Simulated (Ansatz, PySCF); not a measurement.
Reaction (SMILES): F[SiH2][SiH2]F -> F[SiH][SiH2]F + H atom (the H-Si bond at the site shown breaks; other sites are not compared here)
Structures are relaxed separately at B3LYP-D3(BJ)/def2-TZVP in Ansatz (a program for electronic structure), one conformer each, not searched for the lowest.

Wanted: bond dissociation energy (enthalpy at 298 K, with B3LYP-D3(BJ) rigid-rotor harmonic-oscillator terms from PySCF), in kcal/mol. Cores are frozen in the correlated levels unless marked. UHF or UKS for open shells. Spin-orbit coupling is left out. No relativistic terms. CBS marks a two-point X^-3 extrapolation of the correlation energy; Hartree-Fock from the larger set.

| level | program | bond dissociation energy (kcal/mol) |
|---|---|---|
| r2SCAN-D3(BJ)/def2-TZVPD | Ansatz + dftd3 | ___ |
| PBE0/6-31G* | Ansatz | 86.7 |
| PBE0/def2-TZVP | Ansatz | 85.5 |
| B2PLYP-D3(BJ)/def2-TZVPD | Ansatz + dftd3 | 88.4 |
| B2PLYP-D4/def2-TZVPD | Ansatz + dftd4 | 88.4 |
| B2PLYP/def2-TZVPD | Ansatz | 88.3 |
| CCSD/aug-cc-pV(Q+d)Z | Ansatz | ___ |
| CCSD(T)/CBS(aug-cc-pV(T+d)Z,aug-cc-pV(Q+d)Z) | Ansatz | ___ |

**Question.** What belongs in the gaps?

**Answer.** 
- r2SCAN-D3(BJ)/def2-TZVPD, bond dissociation energy (kcal/mol): 85.7
- CCSD/aug-cc-pV(Q+d)Z, bond dissociation energy (kcal/mol): 90.8
- CCSD(T)/CBS(aug-cc-pV(T+d)Z,aug-cc-pV(Q+d)Z), bond dissociation energy (kcal/mol): 91.3
